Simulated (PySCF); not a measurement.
**Adding and removing an electron: SnH**

PBE0; Sn def2-SVPD with ECP28, H def2-SVPD; scalar-relativistic core potentials (PySCF 2.14). Neutral (UKS): doublet (π ↑), Re = 1.786 Å, ωe = 1705 cm⁻¹, De = 2.57 eV, HOMO -4.94 eV, LUMO -3.09 eV.

SnH⁺ (UKS): singlet (closed shell), Re = 1.771 Å, ωe = 1814 cm⁻¹, De = 2.67 eV to Sn⁺ + H. The energies at the minima are -214.84917 hartree for SnH and -214.58437 for SnH⁺.

Work out the adiabatic ionisation energy, without and with harmonic zero-point energies (1 hartree = 27.2114 eV, 1 eV = 8065.5 cm⁻¹), and the change of the bond length.

At PBE0: 0.26480 hartree = 7.206 eV between the minima; the zero-point term (1814.0 − 1705.0)/2 cm⁻¹ = +0.007 eV makes it 7.212 eV. Re changes by -1.5 pm against the neutral. The electron leaves a π orbital, which is non-bonding in a hydride.

SnH⁻ (UKS): triplet (π ↑↑), Re = 1.820 Å, ωe = 1520 cm⁻¹, De = 2.54 eV to Sn⁻ + H. The energies at the minima are -214.84917 hartree for SnH and -214.89030 for SnH⁻.

Work out the adiabatic electron affinity, without and with harmonic zero-point energies (1 hartree = 27.2114 eV, 1 eV = 8065.5 cm⁻¹), and the change of the bond length.

At PBE0: 0.04113 hartree = 1.119 eV between the minima; the zero-point term (1705.0 − 1520.0)/2 cm⁻¹ = +0.011 eV makes it 1.131 eV. Re changes by +3.4 pm against the neutral. The electron enters a π orbital, which is non-bonding in a hydride.

Spin–orbit coupling is left out, which matters for elements this heavy, above all for dissociation energies. For an ion De counts to the pair picked by the measured ionisation energies or electron affinities, which need not be the lowest pair at this level. The highest Kohn–Sham level is positive in this anion. Much of that is self-interaction error, but it also means that the finite basis helps to hold the extra electron. States were picked by a PBE0 search and need not be the measured ground states.
